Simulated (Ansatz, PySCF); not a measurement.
System: C₂H₂O, charge 0, singlet. C2H2O (SMILES C#CO).
B3LYP-D3(BJ)/def2-TZVP minimum from Ansatz (a first-principles code):
```xyz
5

C      1.3080    -0.1153    -0.1364
C      0.1216    -0.0059    -0.0156
O     -1.1689     0.1846     0.0722
H      2.3584    -0.2191    -0.2392
H     -1.5848    -0.5301     0.5735
```

Wanted: enthalpy of formation at 298 K (by atomisation, with ideal-gas terms from PySCF's Hessian at B3LYP-D3(BJ)/def2-TZVP and the atoms' measured values of the G2/97 table; no spin-orbit terms), in kJ/mol. Radicals and triplets start from unrestricted determinants; spin-orbit coupling is neglected. CBS(X,Y): correlation extrapolated as X^-3, Hartree-Fock from the larger set (Q,5: extrapolated as (X+1)exp(-9√X)). A bracket is a step between two methods taken in the basis named. Functionals run without relativity, which enters their misses. Double hybrids freeze cores in their MP2 part. '+ core + X2C': CCSD(T) terms for core correlation (cc-pwCVTZ) and scalar relativity (cc-pVTZ-DK). Where a partner has so few electrons that a lower coupled-cluster level is exact, that level stands in.

Measured: 22.2 kcal/mol, 92.7 kJ/mol (Active Thermochemical Tables 1.112 (ions: stationary electron), as tabulated in the package chemicals); atomic spin-orbit terms, which the calculations lack, would raise the computed values.

### Question
What does PBE/def2-TZVPD (Ansatz) give here, and how do the other levels compare?

### Answer
PBE gives 10.7 kJ/mol, 82.0 kJ/mol below it. Errors of the others: r2SCAN/def2-TZVPD (Ansatz) 3.5; B3LYP/def2-TZVPD (Ansatz) 14.6; wB97M-V/def2-TZVPD (Ansatz) 0.7; B2PLYP/def2-TZVPD (Ansatz) 21.9; CCSD(T)/CBS(cc-pVQZ,cc-pV5Z) + core + X2C (Ansatz) 0.2; CCSD(T)/CBS(cc-pVQZ,cc-pV5Z) + [CCSDT(Q) - CCSD(T)]/cc-pVTZ + core + X2C (Ansatz) -0.5 kJ/mol. Nearer than PBE: r2SCAN/def2-TZVPD, B3LYP/def2-TZVPD, wB97M-V/def2-TZVPD, B2PLYP/def2-TZVPD, CCSD(T)/CBS(cc-pVQZ,cc-pV5Z) + core + X2C, CCSD(T)/CBS(cc-pVQZ,cc-pV5Z) + [CCSDT(Q) - CCSD(T)]/cc-pVTZ + core + X2C.
